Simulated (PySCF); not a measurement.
# Working out the ionisation energy of Sc

Sc [Ar] 3d1 4s2 (2D) → Sc+ [Ar] 3d1 4s1 (3D). All numbers are calculated (PySCF 2.14, the spin-free X2C one-electron Hamiltonian (Gaussian nucleus), in x2c-TZVPPall with one added diffuse shell each of s, p, d, f type (7s6p5d3f1g, 80 functions)). Frozen: [Ar]. Energies in hartree (1 hartree = 27.21139 eV):

```csv
part,Sc (lower),Sc+ (upper)
UHF,-763.276460,-763.078234
CCSD correlation,-0.039659,-0.004327
(T),-0.001096,0.000000
```

What does Hartree-Fock give?

(-763.078234) − (-763.276460) = 0.198226 hartree = 5.394 eV.

What do CCSD and CCSD(T) give?

The CCSD correlation energies differ by 0.035332 hartree = 0.961 eV and the triples by 0.001096 hartree = 0.030 eV, so CCSD gives 6.355 eV and CCSD(T) 6.385 eV.

Measured between the centres of the two terms (NIST): 6.562 eV, so CCSD(T) (valence) is off by -0.177 eV.

What remains against the reference includes basis incompleteness, the frozen core and higher excitations.
